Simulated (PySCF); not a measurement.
**SMILES O=c1cccc([SiH3])cc1, C₇H₈OSi**

Cartesian coordinates in Å; atom numbers follow the order of the lines, from 1:
```xyz
17

O    -3.2789   -1.4487   -0.2849
C    -2.2191   -0.8393   -0.1902
C    -2.2307    0.5760    0.1620
C    -1.2148    1.4379    0.3876
C     0.1893    1.2263    0.3503
C     0.8939    0.1077    0.0213
Si    2.7928    0.1467    0.0550
C     0.3216   -1.1408   -0.3689
C    -0.9652   -1.5387   -0.4546
H    -3.2413    0.9566    0.2589
H    -1.4995    2.4519    0.6482
H     0.7725    2.0996    0.6185
H     3.2472   -0.8945    0.9786
H     3.2379    1.4672    0.4965
H     3.2741   -0.1396   -1.2976
H     1.0605   -1.8942   -0.6255
H    -1.1474   -2.5621   -0.7650
```

The calculation used quadratic response B3LYP/def2-SVPD first hyperpolarisability, Taylor convention, gas phase (PySCF 2.14.0). Geometry: GFN2-xTB.

(1) Give the tensor of the static β(0;0,0) in the axes of these coordinates.

Answers

(1) In au, Taylor convention; rows are the first index (the induced dipole):
|  | xx | yy | zz | xy | xz | yz |
| --- | --- | --- | --- | --- | --- | --- |
| x | -199.8 | -0.6 | -48.3 | -51.8 | -18.0 | +13.2 |
| y | -51.8 | +0.6 | -7.1 | -0.6 | +13.2 | +4.2 |
| z | -18.0 | +4.2 | -2.0 | +13.2 | -48.3 | -7.1 |

Norm of βᵢ = ⅓ Σⱼ (βᵢⱼⱼ + βⱼᵢⱼ + βⱼⱼᵢ): 256.0 au, hyper-Rayleigh value 102.2 au.
